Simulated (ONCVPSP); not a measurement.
**What one change does to a pseudopotential (caesium, ONCV)**

| Quantity | Value |
| --- | --- |
| Element | Cs |
| Generator | ONCVPSP 4.0.1 |
| Type | optimised norm-conserving Vanderbilt (ONCV) |
| Functional | LDA (Perdew-Wang 92) |
| Relativity | scalar-relativistic |
| Frozen core | [Kr] 4d10 5s2 |
| Valence charge | 7 |
| Reference configuration | 5p6 6s0.75 6p0.25 |
| Partial waves | 6s: rc 4.00 bohr, ncon 3, nbas 8, qcut 1.5 1/bohr, 1 projector; 5p+6p: rc 4.00 bohr, ncon 4, nbas 7, qcut 4 1/bohr, 3 projectors, debl 1.3 Ha; d scattering state at 0.06 Ha: rc 4.00 bohr, ncon 4, nbas 7, qcut 2 1/bohr, local |
| Local potential | the d channel |
| Core correction | Teter function, fcfact 2.5, rcfact 1.05 |

In the d channel the program set the typed energies aside and used 0.050 Ha.

All-electron outer shells of the reference configuration (LDA (PZ), scalar-relativistic, ld1.x):

| shell | level (eV) | outermost node (bohr) | outermost maximum (bohr) |
| --- | --- | --- | --- |
| 5s | -27.23 | 0.82 | 1.54 |
| 5p | -13.93 | 0.89 | 1.76 |
| 6s | -2.40 | 2.10 | 4.62 |
| 6p | -0.95 | 2.60 | 6.64 |

Change: p: rc 4.5.

Cutoffs: the cutoffs (Ha) at which the residual kinetic energy of the hardest occupied pseudo-wave falls to 1 and 0.1 mHa per electron; they do not see the model core or the augmentation charge, which bear on the density cutoff. Errors are all-electron minus pseudo energies relative to the spin-unpolarised reference configuration.

**Question.** Predict the effect on cutoff, ghosts and configuration errors.

**Answer.** The potential gets softer (4.1 Ha and 5.0 Ha → 3.7 Ha and 4.6 Ha); both files keep a bound ghost (s); the errors of the 4 common tests hardly move. A larger radius leaves more room for a smooth pseudo-wave, so fewer plane waves are needed.

```tsv
quantity	base	changed
cutoff, loose	4.1 Ha	3.7 Ha
cutoff, tight	5.0 Ha	4.6 Ha
loose cutoff by channel	s 0.8 Ha, p 4.1 Ha	s 0.8 Ha, p 3.7 Ha
bound ghosts	s	s
GHOST(+) flags under 300 eV	none	none
error for 5p6 6s1 6p0, meV [ΔE -0.36 eV]	-0.1	-0.1
error for 5p6 6s0 6p0, meV [ΔE 3.64 eV]	+2.3	+2.1
error for 5p6 6s0.5 6p0, meV [ΔE 1.19 eV]	+0.2	+0.2
error for 5p6 6s0 6p1, meV [ΔE 1.11 eV]	+0.2	+0.1
s: phases at 4.07 bohr within 0.05 rad from the reference energy up to (Ha; the scan ends near 5)	0.6	0.6
d: phases at 4.07 bohr within 0.05 rad from the reference energy up to (Ha; the scan ends near 5)	0.4	0.4
rms error of d²Exc/dni dnj with the model core, mHa	2.24	2.19
```

 A true bound ghost makes a file unfit for plane-wave use even where its test errors are small: the radial tests pick states by their node count and pass the ghost by.
